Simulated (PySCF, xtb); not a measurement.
penta-1,4-dien-3-amine (C5H9N), SMILES C=CC(N)C=C.

GFN2-xTB (xtb) at its own geometry gives an orbital gap of 4.01 eV and a dipole moment of 1.40 D.

Coordinates come from a B3LYP-D3(BJ)/def2-SVP optimisation. Other conformers were not sampled.

Problem. What does PySCF with PBE/def2-TZVP give? (An estimate is asked for; the answer gives what the named calculation found.)

Solution. gap 4.21 eV (levels -5.54 and -1.33 eV), dipole 1.13 D.
